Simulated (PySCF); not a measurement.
**C₆ coefficients of unlike pairs at UHF**

Calculated with PySCF 2.14 from the dipole response of each species, C₆(A,B) = (3/π) ∫ α_A(iu) α_B(iu) du, in atomic units, from isotropic polarisabilities. For ions this is the dispersion term alone; charge-induced terms of lower order in 1/R come first.

| species | configuration | basis | relativity | α (bohr³) | C₆ (like pair) |
| --- | --- | --- | --- | --- | --- |
| Al³⁺ | [Ne] (1S) | aug-cc-pCVQZ-DK (10s9p7d5f3g) | spin-free X2C | 0.2601 | 0.2381 |
| Re²⁺ | [Xe] 4f14 5d5 (6S) | aug-cc-pVQZ-PP with ECP60MDF (7s7p6d4f3g2h) | core potential | 11.07 | 67.72 |
| Xe²⁺ | [Kr] 4d10 5s2 5p4 (3P) | aug-cc-pwCVTZ-PP with ECP28MDF (8s7p6d4f1g) | core potential | 12.80 | 92.14 |
| N⁺ | [He] 2s2 2p2 (3P) | dyall-acv3z (15s9p4d2f) | spin-free X2C | 3.919 | 8.195 |

Task: Estimate C₆ for N⁺ with Xe²⁺.

Result: The integral gives 27.46. The combination rule 2 C_A C_B / (C_A α_B/α_A + C_B α_A/α_B) gives 27.47 and the geometric mean 27.48.

No spin-orbit coupling is included.

The other pairs:

```tsv
pair	C₆
Re²⁺, Al³⁺	3.054
Xe²⁺, Al³⁺	3.465
N⁺, Al³⁺	1.027
N⁺, Re²⁺	23.53
Xe²⁺, Re²⁺	78.83
```
